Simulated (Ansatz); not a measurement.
Program: Ansatz. Geometries: PBE0-D4/def2-TZVP. ΔE: electronic, gas phase. CCSD(T)/CBS is the MP2 limit (def2-TZVPP, def2-QZVPP) plus CCSD(T) − MP2 in def2-TZVPP, frozen cores. DFT in def2-TZVPP. B3LYP here is the variant with VWN-RPA as its local correlation; programs differ in this. For Ge outer-core shells are correlated without core-valence functions, which leaves a few kJ/mol of doubt a bond. Scalar relativity is left out up to krypton. One conformer a species, not always the lowest.

`O[SiH](O)O[SiH](O)F` + `[SiH3][NH][GeH3]` → `O[SiH](F)N[SiH3]` + `O[SiH](O)[O][GeH3]`  (redistribution)

`O[SiH](O)O[SiH](O)F`:

Z-matrix (Å, degrees):
```
Si
O 1 1.633
O 1 1.643 2 108.9
O 1 1.623 2 108.7 3 122.1
H 1 1.471 2 113.7 3 -119.8
H 2 0.960 1 117.7 3 29.6
Si 3 1.615 1 142.8 2 -6.7
H 4 0.958 1 118.2 2 -38.2
O 7 1.618 3 112.1 1 -136.5
F 7 1.603 3 105.9 1 -16.1
H 7 1.466 3 113.2 1 101.7
H 9 0.958 7 119.9 3 39.7
```

`[SiH3][NH][GeH3]`:

```xyz
10

Si   -0.768    0.707    1.190
N     0.586    0.145    0.295
Ge    0.573   -0.735   -1.319
H    -1.874    0.934    0.224
H    -0.435    1.978    1.890
H    -1.256   -0.248    2.228
H     1.473    0.114    0.776
H    -0.712   -0.310   -2.041
H     0.588   -2.267   -1.134
H     1.824   -0.316   -2.110
```

`O[SiH](F)N[SiH3]`:

```xyz
11

O    -2.460    0.552   -0.505
Si   -1.137   -0.385   -0.648
F    -0.297   -0.023   -1.957
N    -0.020   -0.166    0.622
Si    1.696    0.080    0.521
H    -2.336    1.487   -0.330
H    -1.662   -1.751   -0.804
H    -0.388   -0.235    1.560
H     2.042    1.443    0.040
H     2.239   -0.094    1.893
H     2.322   -0.907   -0.394
```

`O[SiH](O)[O][GeH3]`:

Z-matrix (Å, degrees):
```
Si
O 1 1.637
O 1 1.627 2 107.4
O 1 1.634 2 108.4 3 123.0
H 1 1.476 2 112.6 3 -121.2
H 2 0.958 1 116.4 3 24.0
Ge 3 1.780 1 133.5 2 168.5
H 4 0.959 1 117.3 2 -37.6
H 7 1.537 3 108.8 1 40.2
H 7 1.536 3 108.0 1 -80.7
H 7 1.533 3 105.4 1 160.0
```

Problem. Is it downhill or uphill in electronic energy at CCSD(T)/CBS, and by how much? (Best estimate.)

Solution. The calculation gave: Uphill: ΔE = +28.9 kJ/mol.

Problem. What do these levels give: PBE-D4, r2SCAN-D4, PBE, B3LYP, SCS-MP2/def2-TZVPP, CCSD/CBS(def2)? (An estimate is asked.)

Solution. The calculation gave: PBE-D4 25.0, r2SCAN-D4 26.7, PBE 24.2, B3LYP 26.2, SCS-MP2/def2-TZVPP 26.7, CCSD/CBS(def2) 29.4 kJ/mol.

Largest T1 diagnostic among the species: 0.012.
